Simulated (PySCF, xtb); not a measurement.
2-methylidene-1,3-dithiole (C4H4S2), SMILES C=C1SC=CS1.

GFN2-xTB (xtb) at its own geometry gives an orbital gap of 3.16 eV and a dipole moment of 1.19 D.

Coordinates come from a TPSSh-D3(BJ)/def2-SVP optimisation.

**Question.** What does r2SCAN/def2-TZVP in PySCF give? (An estimate is asked for; the answer gives what the named calculation found.)

**Answer.** gap 3.58 eV (levels -4.72 and -1.14 eV), dipole 1.36 D.
